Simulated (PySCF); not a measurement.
Spin-rotation constants: `C=C(CCC)C1CC1`, C$_{8}$H$_{14}$

Molfile (atoms numbered from 1):
```
C8H14
     RDKit          3D

 22 22  0  0  0  0  0  0  0  0999 V2000
   -0.6207   -1.6830   -1.3886 C   0  0  0  0  0  0  0  0  0  0  0  0
   -0.3988   -0.6780   -0.5563 C   0  0  0  0  0  0  0  0  0  0  0  0
    0.7924   -0.6425    0.3611 C   0  0  0  0  0  0  0  0  0  0  0  0
    1.7610    0.4921    0.0139 C   0  0  0  0  0  0  0  0  0  0  0  0
    2.9769    0.4841    0.9313 C   0  0  0  0  0  0  0  0  0  0  0  0
   -1.3098    0.4993   -0.4762 C   0  0  0  0  0  0  0  0  0  0  0  0
   -2.7982    0.3356   -0.5155 C   0  0  0  0  0  0  0  0  0  0  0  0
   -2.1243    0.7308    0.7635 C   0  0  0  0  0  0  0  0  0  0  0  0
    0.0409   -2.5312   -1.4450 H   0  0  0  0  0  0  0  0  0  0  0  0
   -1.4713   -1.6966   -2.0490 H   0  0  0  0  0  0  0  0  0  0  0  0
    0.4489   -0.5047    1.3901 H   0  0  0  0  0  0  0  0  0  0  0  0
    1.3236   -1.5948    0.3047 H   0  0  0  0  0  0  0  0  0  0  0  0
    2.0823    0.3825   -1.0245 H   0  0  0  0  0  0  0  0  0  0  0  0
    1.2478    1.4505    0.1066 H   0  0  0  0  0  0  0  0  0  0  0  0
    3.5171   -0.4559    0.8422 H   0  0  0  0  0  0  0  0  0  0  0  0
    2.6728    0.6063    1.9689 H   0  0  0  0  0  0  0  0  0  0  0  0
    3.6543    1.2955    0.6752 H   0  0  0  0  0  0  0  0  0  0  0  0
   -0.9094    1.3860   -0.9568 H   0  0  0  0  0  0  0  0  0  0  0  0
   -3.1977   -0.6646   -0.5811 H   0  0  0  0  0  0  0  0  0  0  0  0
   -3.3850    1.0750   -1.0395 H   0  0  0  0  0  0  0  0  0  0  0  0
   -2.0688   -0.0081    1.5489 H   0  0  0  0  0  0  0  0  0  0  0  0
   -2.2445    1.7410    1.1253 H   0  0  0  0  0  0  0  0  0  0  0  0
  1  2  2  0
  2  3  1  0
  3  4  1  0
  4  5  1  0
  2  6  1  0
  6  7  1  0
  7  8  1  0
  8  6  1  0
  1  9  1  0
  1 10  1  0
  3 11  1  0
  3 12  1  0
  4 13  1  0
  4 14  1  0
  5 15  1  0
  5 16  1  0
  5 17  1  0
  6 18  1  0
  7 19  1  0
  7 20  1  0
  8 21  1  0
  8 22  1  0
M  END
```

Computed, not measured: PySCF 2.14.0, GIAO PBE/pcSseg-1 magnetisability, rotational g tensor and spin-rotation constants, non-relativistic, gas phase. Geometry: GFN2-xTB.

Task: Give the nuclear spin-rotation constants along the inertial axes (H = +C I·J) beside the isotropic shieldings.

Result: Rotational constants 3.5565, 1.1545, 0.9574 GHz. A star marks the isotopologue with that one atom substituted, in its own axes.
```
atom  isotope  Caa (kHz)  Cbb (kHz)  Ccc (kHz)  mean (kHz)  σ (ppm)
  H9       1H     -0.142      0.009     -0.088      -0.074     26.4
 H10       1H      0.187     -0.106     -0.083      -0.001     26.5
 H11       1H     -0.377     -0.043     -0.031      -0.150     29.4
 H12       1H     -0.255     -0.023     -0.084      -0.120     29.6
 H13       1H     -0.384     -0.058     -0.032      -0.158     30.4
 H14       1H     -0.300     -0.010     -0.083      -0.131     29.7
 H15       1H     -0.287     -0.028     -0.090      -0.135     30.7
 H16       1H     -0.390     -0.059     -0.037      -0.162     30.7
 H17       1H     -0.231     -0.105     -0.035      -0.124     30.3
 H18       1H     -0.327     -0.108     -0.005      -0.147     30.0
 H19       1H     -0.269     -0.059     -0.080      -0.136     31.1
 H20       1H     -0.186     -0.118     -0.050      -0.118     31.0
 H21       1H     -0.402     -0.129      0.005      -0.175     31.6
 H22       1H     -0.404      0.010     -0.101      -0.165     31.1
  C1     13C*      1.334      0.346      0.204       0.628     66.4
  C2     13C*      1.686      0.473      0.211       0.790     21.0
  C3     13C*      0.613      0.243      0.197       0.351    133.6
  C4     13C*      0.607      0.195      0.151       0.318    153.1
  C5     13C*      0.481      0.177      0.146       0.268    164.5
  C6     13C*      0.669      0.148      0.135       0.318    161.9
  C7     13C*      0.631      0.134      0.103       0.289    174.0
```
For the geometry as given, no vibrational averaging.

Task: How do the rotational constants and the g tensor change when H9, H10, H11, H12, H13, H14, H15, H16, H17, H18, H19, H20, H21, H22 are replaced by deuterium?

Result: Constants 2.7622, 0.9537, 0.7957 GHz; g -0.0078, -0.0026, 0.0013, against -0.0100, -0.0031, 0.0016 before.
